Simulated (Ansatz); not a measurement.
Consider the isomerisation: `CC#CB(S)Cl` → `CBC(Cl)=C=S`.

Gas-phase electronic energies from Ansatz, PBE0-D4/def2-TZVP geometries. CCSD(T)/CBS is the MP2 limit (def2-TZVPP, def2-QZVPP) plus CCSD(T) − MP2 in def2-TZVPP, frozen cores. DFT in def2-TZVPP. Each species was taken in one conformer, which may not be the lowest.

CCSD(T)/CBS gives +2.01 eV.

Question: Another level gave +2.04 eV. Which?
A. B2PLYP/def2-TZVPP
B. PBE0-D4/def2-TZVPP
C. SCS-MP2/def2-TZVPP
D. r2SCAN-D4/def2-TZVPP

Answer: C. SCS-MP2/def2-TZVPP 2.04, r2SCAN-D4 1.81, B2PLYP 1.93, PBE0-D4 1.87 eV.

Largest T1 diagnostic among the species: 0.015.

From PBE to PBE0 (25 % exact exchange), in def2-TZVPP and without D4, ΔE moves by +0.16 eV. In def2-TZVPP, CCSD(T) changes the Hartree–Fock value by −0.26 eV (the triples alone add −0.09 eV) and MP2 by −0.22 eV.
